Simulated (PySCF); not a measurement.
HfO, multiplicity 1. Atoms are numbered in the order given.

```xyz
2

Hf     0.0000     0.0000    -0.1734
O      0.0000     0.0000     1.5608
```

Coordinates come from a B3LYP-D3(BJ)/def2-TZVPD optimisation. The spin state was assumed, not searched. The def2 effective core potentials stand for the cores of Hf; spin–orbit coupling is left out.

Level of theory: B3LYP/def2-TZVPD run with PySCF.

Mulliken values depend strongly on the basis, most of all with diffuse functions as here. ESP charges are fitted to the potential on shells at 1.4 to 2.0 van der Waals radii. Atomic charges (e):

```csv
atom,ESP fit,Mulliken
Hf1,…,0.58
O2,…,-0.58
```

Question: Fill in the missing entries. (Estimate from the structure and the level; the computed values follow.)

Answer: 
- Hf1, ESP fit: 0.45
- O2, ESP fit: -0.45
